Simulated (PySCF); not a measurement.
Method: PySCF with PBE-D3(BJ)/def2-TZVP // PBE0-D4/def2-TZVP. All species are isolated molecules in the gas phase. One relaxed conformer stands for a flexible species; it need not be the lowest. 

Reference species (SMILES): `O[C@H](C)B` (neutral, multiplicity 1).

The S1 oscillator strength is 0.010 and the HOMO–LUMO gap is 3.52 eV.

Changed species: `BCOC`.

### Question
Give the shifts of the S1 oscillator strength and HOMO–LUMO gap.

### Answer
the S1 oscillator strength is nearly the same; the HOMO–LUMO gap rises by 0.04 eV, to 3.56 eV.
